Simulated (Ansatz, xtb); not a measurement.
# Relative energy of two isomers of C6H5BrO

Structure X: `Oc1cccc(Br)c1`, a singlet. Structure Y: `Oc1ccc(Br)cc1`, a singlet. Both are isolated molecules in the gas phase, relaxed with PBE0-D3(BJ)/def2-SVP; the shapes shown needn't be the lowest conformers.

X (Å):

| atom | x (Å) | y (Å) | z (Å) |
| --- | --- | --- | --- |
| C | 0.1704 | -2.4667 | -0.8254 |
| C | -0.1816 | -1.1663 | -1.2012 |
| C | -0.4081 | -0.2010 | -0.2233 |
| C | -0.2905 | -0.5063 | 1.1300 |
| C | 0.0616 | -1.8091 | 1.4847 |
| C | 0.2934 | -2.7922 | 0.5300 |
| Br | 0.2290 | -2.2540 | 3.3119 |
| O | 0.4030 | -3.4464 | -1.7204 |
| H | 0.2870 | -3.0994 | -2.6113 |
| H | -0.2777 | -0.9122 | -2.2609 |
| H | -0.6828 | 0.8130 | -0.5236 |
| H | -0.4674 | 0.2476 | 1.8975 |
| H | 0.5683 | -3.8088 | 0.8120 |

Y (Å):

```tsv
atom	x (Å)	y (Å)	z (Å)
C	0.2012	-2.4295	-0.9053
C	-0.0434	-1.0694	-1.1184
C	-0.2873	-0.2188	-0.0429
C	-0.2872	-0.7281	1.2528
C	-0.0441	-2.0840	1.4759
C	0.1989	-2.9303	0.4012
Br	-0.6173	0.4204	2.7146
O	0.4424	-3.2942	-1.9107
H	0.4154	-2.8247	-2.7511
H	-0.0438	-0.6674	-2.1363
H	-0.4776	0.8419	-0.2150
H	-0.0453	-2.4776	2.4939
H	0.3910	-3.9935	0.5563
```

Energies in hartree; the thermal terms are from GFN2-xTB frequencies at re-optimised GFN2-xTB minima (ideal gas, soft modes damped towards free rotors, one conformer each, 298.15 K, 1 atm) and include the zero-point energy:

|  | X | Y |
| --- | --- | --- |
| E, CCSD(T)/def2-SVP | −2878.120506 | −2878.120100 |
| E, MP2/def2-SVP | −2878.040795 | −2878.040168 |
| E, MP2/def2-TZVPP | −2878.963859 | −2878.963129 |
| zero-point energy | 0.091360 | 0.091359 |
| H(298 K) − E | 0.099381 | 0.099396 |
| G(298 K) − E | 0.058869 | 0.058873 |

Question: Correct the CCSD(T) difference for the basis set by the MP2 change, then work out ΔE, ΔE₀, ΔH and ΔG for X → Y in kJ/mol (1 Eh = 2625.50 kJ/mol) and the equilibrium ratio [Y]/[X].

Answer: 1. Differences Y − X: CCSD(T) +0.000406, MP2 in the small set +0.000627, MP2 in the large set +0.000730 Eh.
2. ΔE = +0.000406 + (+0.000730 − (+0.000627)) = +0.000509 Eh = +1.34 kJ/mol.
3. ΔE₀ = ΔE + ΔZPE = +0.000509 + (−0.000001) Eh = +1.33 kJ/mol.
4. ΔH = ΔE + (+0.000015) Eh = +1.38 kJ/mol.
5. ΔG = ΔE + (+0.000004) Eh = +1.35 kJ/mol, so ΔS = (ΔH − ΔG)/T = +0.1 J/(mol K).
6. kT = 0.9442 mEh, so K = [Y]/[X] = exp(−ΔG/kT) = exp(−0.54) ≈ 0.58.

The two are too close for this level to say which is favoured. An error of 4 kJ/mol in ΔG would change K by a factor of 5. Mirror images and further conformers aren't counted.

As drawn, both hold the same kinds of bond in the same numbers.

Other levels gave ΔE = +0.1 (GFN2-xTB); +0.6 (HF/STO-3G, GFN2-xTB geometries); +1.7 (r2SCAN-D4/def2-SVP, GFN2-xTB geometries); +1.1 (PBE0-D3(BJ)/def2-SVP); +0.2 (HF/def2-SVP); +1.6 (MP2/def2-SVP); +1.1 (CCSD(T)/def2-SVP) kJ/mol. The correlated steps freeze 16 core orbitals; the filled d shell of Br is correlated, in a basis made for valence electrons. Programs: Ansatz 0.2.0, xtb 6.7.1.
